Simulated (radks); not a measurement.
Results of a calculation; reference values are marked as such.
Task: These are the eigenvalues of the occupied orbitals of an atom or ion with whole-number occupations (hartree). Code: a radial shooting solver on a logarithmic mesh with Libxc functionals. Model: scalar-relativistic Kohn-Sham, PBE, spin-polarised, spherical densities, finite nucleus; Fermi nuclear charge, rms radius of each element as measured or else 0.836 A^(1/3) + 0.57 fm.

| orbital | eigenvalue |
|---|---|
| 1s up | -10.60213 |
| 1s down | -10.58190 |
| 2s up | -0.97414 |
| 2s down | -0.90824 |
| 2p up | -0.65144 |

Which element is it, and in what charge state? The configuration may be excited. Open shells, if any, are filled with parallel spins first.

Result: Z = 6, carbon, charge +1: C+ in [He] 2s2 2p1. The list shows which subshells hold electrons but not how many an open one holds; the 1s level, -10.602 hartree, gives Z - s = 4.6 by -(Z - s)^2/2, which with screening and relativity narrows Z to a few neighbours, and the depths of the outer levels then fix element, charge and occupations together.
